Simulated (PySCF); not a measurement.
Cartesian coordinates (Å):
SMILES: C=C=C[S]
```xyz
7

C     -1.3530    -0.0120     0.0087
C     -0.0615    -0.0758    -0.0146
C      1.2671    -0.1256    -0.0356
S      2.2328     1.2558     0.2342
H     -1.9230     0.2029    -0.8894
H     -1.9083    -0.1632     0.9287
H      1.7460    -1.0821    -0.2320
```
Charge 0, spin multiplicity 2.

Predict the highest occupied spin orbital, dipole moment and total energy from PySCF with ωB97X-D3(BJ)/def2-TZVP // B3LYP-D3(BJ)/def2-TZVP.


| Quantity | Value |
|---|---|
| highest occupied spin orbital | -9.10 eV |
| dipole moment | 2.58 D |
| total energy | -514.3310 Ha |
